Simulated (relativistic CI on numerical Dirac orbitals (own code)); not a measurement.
# Spin-allowed bands of a d8 ion in a tetrahedral site, by hand

Problem. Take Δ = 7000 cm⁻¹ and B = 790 cm⁻¹ for a d8 ion in a tetrahedral site. Calculate the three spin-allowed bands.

Working.
1. The terms of highest spin are 3F (energy 0) and 3P (15B = 11850 cm⁻¹). Here the F term splits into A2 at +1.2Δ = 8400, T2 at +0.2Δ = 1400 and T1 at −0.6Δ = -4200 cm⁻¹.
2. The two T1 states mix through the element 0.4Δ: H = [[-4200, 2800], [2800, 11850]], with roots ½(H₁₁ + H₂₂) ∓ ½√[(H₂₂ − H₁₁)² + 4H₁₂²] = ½(7650) ∓ ½(16999) = -4674 and 12324 cm⁻¹.
3. The ground term is 3T1 at -4674 cm⁻¹.
4. Bands: 3T2 6074 cm⁻¹ (1646 nm), 3A2 13074 cm⁻¹ (765 nm), 3T1(P) 16999 cm⁻¹ (588 nm).

Check. Exact diagonalisation of the whole d8 shell with these parameters gives 3T2 6074, 3A2 13074, 3T1 16999 cm⁻¹. The match is exact, since without spin-orbit coupling no other term has this spin. The ratio of the second band to the first, 2.152, depends on Δ/B = 8.9 alone, which is how a Tanabe-Sugano diagram is read.
